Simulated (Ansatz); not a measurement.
Computed with Ansatz on PBE0-D4/def2-TZVP structures; ΔE is electronic, products minus reactants. CCSD(T)/CBS adds triple-zeta CCSD(T) − MP2 to the extrapolated MP2 energy (def2 sets, frozen cores). DFT in def2-TZVPP. def2 core potentials past Kr. For Br, Hf outer-core shells are correlated without core-valence functions, which leaves a few kJ/mol of doubt a bond. Scalar relativity is left out up to krypton. Each species was taken in one conformer, which may not be the lowest.

Consider the ligand exchange at the Hf–Br bond: `[CH3][Hf]([OH])([F])[Br]` + `CNC` → `C[N](C)[Hf]([CH3])([OH])[F]` + HBr.

`[CH3][Hf]([OH])([F])[Br]`:

Cartesian coordinates in Å:
```
C -1.194 -0.122 -0.734
Hf 0.766 0.374 0.134
O 1.093 -0.981 1.420
F 1.993 0.287 -1.316
Br 0.580 2.685 1.121
H -1.469 0.605 -1.508
H -1.195 -1.116 -1.195
H -1.979 -0.109 0.030
H 1.406 -1.624 2.049
```

`CNC`:

Z-matrix (Å, degrees):
```
C
N 1 1.445
H 1 1.094 2 109.4
H 1 1.092 2 110.0 3 117.9
H 1 1.104 2 114.0 3 -120.2
C 2 1.445 1 112.8 3 65.3
H 2 1.011 1 109.8 3 -171.9
H 6 1.104 2 114.0 1 54.9
H 6 1.094 2 109.4 1 -65.3
H 6 1.092 2 110.0 1 176.8
```

`C[N](C)[Hf]([CH3])([OH])[F]`:

Z-matrix (Å, degrees):
```
Hf
C 1 2.231
N 1 2.021 2 104.0
O 1 1.925 2 107.1 3 -116.0
C 1 3.130 2 107.7 3 -21.6
C 1 2.996 2 97.1 3 24.5
F 1 1.925 2 105.3 3 116.1
H 2 1.097 1 111.7 3 -177.0
H 2 1.096 1 111.4 3 -57.1
H 2 1.095 1 111.6 3 62.7
H 4 0.952 1 160.4 2 -103.3
H 5 1.100 1 124.1 2 156.9
H 5 1.093 1 80.4 2 -98.0
H 5 1.099 1 122.8 2 7.1
H 6 1.099 1 125.6 2 173.8
H 6 1.096 1 74.9 2 73.3
H 6 1.099 1 123.9 2 -27.6
```

HBr:

Z-matrix (Å, degrees):
```
Br
H 1 1.420
```

| level | ΔE (kJ/mol) |
| --- | --- |
| r2SCAN0-D4 | 107.8 |
| PBE-QIDH | 106.0 |
| r2SCAN | 104.5 |
| r2SCAN0 | 110.3 |

Q: What does CCSD(T)/CBS give? (An estimate is asked.)

A: The calculation gave: +98.6 kJ/mol. The listed levels differ from it by 9.2, 7.4, 5.9, 11.7 kJ/mol.

Largest T1 diagnostic among the species: 0.015.

In def2-TZVPP, CCSD(T) changes the Hartree–Fock value by −38.7 kJ/mol (the triples alone add −4.6 kJ/mol) and MP2 by −37.7 kJ/mol. From BLYP to BHLYP (50 % exact exchange), in def2-TZVPP and without D4, ΔE moves by +14.9 kJ/mol. At CCSD(T), def2-SVP lies −16.1 kJ/mol from the extrapolated value and def2-TZVPP −5.7 kJ/mol.
